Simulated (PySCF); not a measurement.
A species of formula C7H12FN has this rotational fingerprint, computed with PBE0/pcSseg-1 in PySCF (dipole) on a GFN2-xTB geometry, gas phase:

```
Rotational constants : A = 2258, B = 1013, C = 749.4 MHz
Dipole components    : |μa| = 0.13 D, |μb| = 0.58 D, |μc| = 0.44 D
Inertial defect      : -48.25 u·Å²
κ                    : -0.65
```

**Question.** Which candidate fits, each taken in the one conformer that was computed?
A. `[CH3:1][C@@:2]1([CH:3]2[CH2:4][CH2:5]2)[NH:6][C@H:7]1[CH2:8][F:9]` with C1–C2–C3–C4 86°, N6–C7–C8–F9 -104°
B. `[CH2:1]=[C:2]([CH2:3][CH3:4])/[C:5]([F:6])=[CH:7]/[CH2:8][NH2:9]` with C1–C2–C3–C4 101°, C1–C2–C5–F6 -2°, C5–C7–C8–N9 -142°, C7–C8–N9–H -175° and 66°
C. `[CH3:1][CH2:2][C:3]1=[C:4]([F:5])[N:6]([CH3:7])[CH2:8][CH2:9]1` with C1–C2–C3–C4 103°, C3–C4–N6–C7 148°, C4–N6–C8–C9 -17°, N6–C8–C9–C3 15°, C2–C3–C9–C8 173°

**Answer.** B. It is C=C(CC)/C(F)=C/CN, an asymmetric top, point group C1. The candidates at the same level (rigid rotor, commonest isotopes):

| SMILES | A (MHz) | B (MHz) | C (MHz) | μa (D) | μb (D) | μc (D) | Δ (u·Å²) | point group | rotor |
| --- | --- | --- | --- | --- | --- | --- | --- | --- | --- |
| CCC1=C(F)N(C)CC1 | 2636 | 1215 | 931.7 | 0.65 | 1.43 | 0.70 | -65.45 | C1 | asymmetric top |
| C=C(CC)/C(F)=C/CN | 2258 | 1013 | 749.4 | 0.13 | 0.58 | 0.44 | -48.25 | C1 | asymmetric top |
| C[C@@]1(C2CC2)N[C@H]1CF | 3296 | 932.9 | 817.9 | 0.71 | 2.49 | 0.69 | -77.18 | C1 | near-prolate asymmetric top |

`C[C@@]1(C2CC2)N[C@H]1CF` has A 46 % too high; `CCC1=C(F)N(C)CC1` has C 24 % too high. No structure here is proved a minimum.
